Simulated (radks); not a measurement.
Polarisability of the neodymium ion Nd6+, [Kr] 4d10 4f2 5s2 5p4, at imaginary frequency. Method: scalar-relativistic Kohn-Sham, LDA (Slater exchange, VWN5 correlation), spin-polarised, spherical densities, finite nucleus; open shells are filled with parallel spins first (spin-orbit coupling, left out, can overturn this in heavy ions); Fermi nuclear charge, rms radius 4.9123 fm; computed with a radial shooting solver on a logarithmic mesh with Libxc functionals. Response by self-consistent Sternheimer equations with the Hartree and adiabatic LDA kernel, the relativistic mass of each level held fixed and spin-orbit coupling left out.

| w (hartree) | alpha1(iw) (bohr^3) |
|---|---|
| 0.00266 | 3.669 |
| 0.0143 | 3.669 |
| 0.0360 | 3.667 |
| 0.0697 | 3.659 |
| 0.118 | 3.641 |
| 0.186 | 3.600 |
| 0.280 | 3.516 |
| 0.413 | 3.355 |
| 0.605 | 3.068 |
| 0.892 | 2.604 |
| 1.35 | 1.969 |
| 2.12 | 1.278 |
| 3.59 | 0.6957 |
| 6.94 | 0.2912 |
| 17.5 | 0.07041 |

Static values: alpha1 = 3.669 bohr^3 (0.5437 angstrom^3; uncoupled 6.289). C6 = 15.48, triple-dipole C9 = 40.15 atomic units. One-pole (London) frequency 4 C6 / (3 alpha1^2) = 1.533 hartree, against 3.047 for minus the highest occupied eigenvalue.
